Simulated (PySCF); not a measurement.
NICS in rings of unrelated molecules.

Probes without a nucleus sit at each ring's centroid and 1 Å off its mean plane on both sides; NICS is minus the shielding there, NICSzz its component along the normal. Level: GIAO PBE0/pcSseg-1 (PySCF, non-relativistic, gas phase) on the GFN2-xTB geometries, one conformer each. Atom numbers follow the mapped SMILES.

Question: Order these rings by mean NICS(1)zz, lowest (most negative) first (ppm).
A. ring P6–C7–C8–C9–C10 in `[F:1][C:2]([F:3])=[C:4]([F:5])[P@H+:6]1[CH:7]=[CH:8][CH2:9][CH2:10]1` (charge +1)
B. ring C3–C4–Si6–C7–C8 in `[CH3:1][O:2][C:3]1=[C:4]([F:5])[SiH2:6][CH:7]=[C:8]1[F:9]`
C. ring C4–C5–C6–C7–O9 in `[F:1][CH:2]([F:3])[c:4]1[cH:5][cH:6][c:7]([SiH3:8])[o:9]1`
D. ring C2–C3–C4–C5–N6–C7 in `[F:1][C@H:2]1[CH2:3][CH2:4][CH:5]=[N:6][CH2:7]1`
E. ring C4–C5–C6–C7–O10 in `[CH3:1][C:2](=[S:3])[c:4]1[cH:5][cH:6][c:7]([C:8]#[N:9])[o:10]1`
F. ring C4–C5–Si8–Si9 in `[OH:1][CH2:2][CH2:3][C:4]1=[C:5]([CH2:6][SiH3:7])[SiH2:8][SiH2:9]1`
G. ring C4–C5–C6–C7–C8 in `[CH3:1][CH2:2][CH2:3][C:4]1=[CH:5][CH:6]=[CH:7][CH2:8]1`

Answer: C (-27.1), E (-23.1), G (-10.1), A (-5.1), D (1.2), B (2.7), F (4.4).

```csv
SMILES,ring,NICS(0),NICS(1),NICS(1)zz,HOMA,rms pucker (Å),ring atoms with four or more neighbours
FC(F)c1ccc([SiH3])o1,5-membered ring with O; formal bonds all aromatic,-11.7,-10.8,-27.1,0.48,0.00,0
CC(=S)c1ccc(C#N)o1,5-membered ring with O; formal bonds all aromatic,-10.9,-10.0,-23.1,0.56,0.00,0
CCCC1=CC=CC1,"5-membered carbocycle; formal bonds 2 double, 3 single",-2.4,-5.2,-10.1,–,0.00,1
FC(F)=C(F)[P@H+]1C=CCC1,"5-membered ring with P; formal bonds 1 double, 4 single",-4.5,-4.3,-5.1,–,0.03,3
F[C@H]1CCC=NC1,"6-membered ring with N; formal bonds 1 double, 5 single",-0.6,-2.5,1.2,–,0.20,4
COC1=C(F)[SiH2]C=C1F,"5-membered ring with Si; formal bonds 2 double, 3 single",-5.6,-2.3,2.7,–,0.00,1
OCCC1=C(C[SiH3])[SiH2][SiH2]1,"4-membered ring with 2 Si; formal bonds 1 double, 3 single",0.1,-3.3,4.4,–,0.01,2
```

NICS(0) gives another order. The isotropic NICS(1) gives another order. HOMA uses Krygowski's 1993 parameters; it is left out where a ring has a four-coordinate atom, a triple bond, no multiple bond or a kind of bond without parameters. NICS(1) and NICS(1)zz are means over the two faces.
